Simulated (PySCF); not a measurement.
**Relaxation of singlet [BrCl4]+**

Level of theory: PySCF, PBE0, basis Br def2-TZVP, Cl def2-TZVP (no relativity, density fitting). A (50,194) grid was used.

A hand-made square planar start, of D4h symmetry, held to at least that symmetry:

```xyz
5
charge 1 multiplicity 1, angstrom
Br    0.0000    0.0000    0.0000
Cl    2.0874    0.0000    0.0000
Cl    0.0000    2.0874    0.0000
Cl   -2.0874    0.0000    0.0000
Cl    0.0000   -2.0874    0.0000
```

What forces act on the atoms at the start (eV/Å)?


```json
{"atom": "Br1", "Fx": "0.00", "Fy": "0.00", "Fz": "0.00"}
{"atom": "Cl2", "Fx": "3.68", "Fy": "0.00", "Fz": "0.00"}
{"atom": "Cl3", "Fx": "0.00", "Fy": "3.68", "Fz": "0.00"}
{"atom": "Cl4", "Fx": "-3.68", "Fy": "0.00", "Fz": "0.00"}
{"atom": "Cl5", "Fx": "0.00", "Fy": "-3.68", "Fz": "0.00"}
```

What does it relax to?

It ends at D4h with Br–Cl 2.269 Å (×4); Cl–Br–Cl 90.0° (×4), Cl–Br–Cl 180.0° (×2). A frequency run shows 2 imaginary modes, down to 471i cm⁻¹, so it is a higher-order saddle point. Other isomers or separated fragments may lie lower.

How much energy is released, and in how many steps?

112.2 kJ/mol in 4 steps.
